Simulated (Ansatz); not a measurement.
Geometry optimisation, Ansatz 0.2.0, RHF/def2-SVP.

input.yaml

```yaml
crystal:
  periodic: [false, false, false]
  atoms:
    - { symbol: Ge, position_ang: [0.0, 0.0, 0.0] }
    - { symbol: H, position_ang: [0.0, 0.0, 1.9] }
    - { symbol: H, position_ang: [1.4616, 0.0, -0.5162] }
    - { symbol: H, position_ang: [-0.73, 1.2648, -0.5162] }
    - { symbol: H, position_ang: [-0.73, -1.2648, -0.5162] }
    - { symbol: Br, position_ang: [-2.5623, 0.0, 0.8514] }
    - { symbol: H, position_ang: [-0.9607, 0.0, 1.9922] }
basis:
  gaussian: { orbitals: def2-SVP }
hamiltonian:
  xc: hf
relax:
  f_tol: 0.15
  max_steps: 25
  restrain:
    - { distance: [0, 5], at: 2.4, k: 30.0 }
    - { distance: [6, 1], at: 0.66, k: 30.0 }
    - { distance: [0, 1], at: 2.75, k: 30.0 }
    - { distance: [6, 5], at: 2.75, k: 30.0 }
```

Run as:

```bash
$ ansatz run input.yaml --threads 1 --pin off --max-ram 2048MiB --backend cpu --events-out ev --progress --plain --runs-dir out
```

Where does it end, and by what steps?

The run converged. The restraints hold the end off the free minimum. After 8 steps the energy has fallen by 3.604 eV (the restraints' own energy left out); H3 moved furthest, 1.20 Å. Joined: H2–H7 (0.97 → 0.71 Å).

```csv
step,energy less start (eV),largest force component (eV/Å),accepted
0,0.0000,2.037,yes
1,-0.4972,1.373,yes
2,-0.6969,4.343,yes
3,-1.5676,3.874,yes
4,-2.3102,2.444,yes
5,-2.9180,1.073,yes
6,-3.3305,0.870,yes
7,-3.5523,1.177,yes
8,-3.6042,1.241,yes
```

```xyz
7
Properties=species:S:1:pos:R:3
Ge -0.497 0.000 -0.458
H 0.169 0.000 2.229
H 0.729 0.000 0.434
H -0.555 1.266 -1.304
H -0.555 -1.266 -1.304
Br -2.452 0.000 0.895
H -0.360 0.000 2.703
```

The run took 20 s on 1 thread of Arm Neoverse V2 (shared host), peak memory 0.18 GiB.
